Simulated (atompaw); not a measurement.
## Plane-wave convergence, PAW (atompaw) potential for Os

* Element: osmium (Os)
* Generator: atompaw 4.2.0.5
* Type: PAW
* Functional: PBE
* Relativity: scalar-relativistic
* Frozen core: [Kr] 4d10 4f14
* Valence charge: 16
* Reference configuration: 5s2 5p6 5d5 6s0 6p0 (charge +3)
* Partial waves: 5s (bound); 6s (bound, empty); 5p (bound); 6p (bound, empty); 5d (bound); 5d channel at -1.65 Ry
* Local potential: troulliermartins scheme with l = 3 at 0 Ry, radius 1.80 bohr
* Core correction: smooth core density matched at 1.90 bohr
* Augmentation charge: besselshape compensation charge, radius 1.75 bohr; PAW radius 2.10 bohr; waves and projectors: bloechl

The pseudo-atom Hamiltonian at the reference potential is diagonalised in spherical Bessel functions j_l(qr) that vanish at 20 bohr, with q² up to the cutoff. All-electron valence levels (Ry): 5s -8.9837, 6s -2.2370, 5p -5.9740, 6p -1.6220, 5d -2.5713.

Question: How do the lowest levels (Ry) of each channel move with the cutoff, and are there ghosts?

Answer:

```tsv
cutoff (Ry)	s #1	s #2	s #3	p #1	p #2	p #3	d #1	d #2	f #1	Σ f·Δε (mRy)
8	-5.8185	-2.0642	-0.9088	-3.4386	-1.2477	-0.6251	-2.0090	-0.8142	-0.7155	24355.2
18	-8.6831	-2.2273	-0.9572	-5.1489	-1.5491	-0.7262	-2.4771	-0.9160	-0.7313	6023.5
35	-8.9734	-2.2360	-0.9613	-5.9451	-1.6184	-0.7480	-2.5613	-0.9302	-0.7353	244.3
50	-8.9775	-2.2363	-0.9617	-5.9726	-1.6218	-0.7493	-2.5703	-0.9310	-0.7361	26.2
80	-8.9834	-2.2370	-0.9618	-5.9737	-1.6220	-0.7493	-2.5713	-0.9332	-0.7362	2.9
120	-8.9837	-2.2370	-0.9618	-5.9740	-1.6220	-0.7493	-2.5713	-0.9394	-0.7362	0.1
400	-8.9837	-2.2370	-0.9618	-5.9740	-1.6220	-0.7493	-2.5713	-0.9394	-0.7362	0.0
```

Result: no extra level below or beside the all-electron valence levels (s, p, d, f tested); 10 mRy is reached at 70 Ry and 1 mRy at 100 Ry.
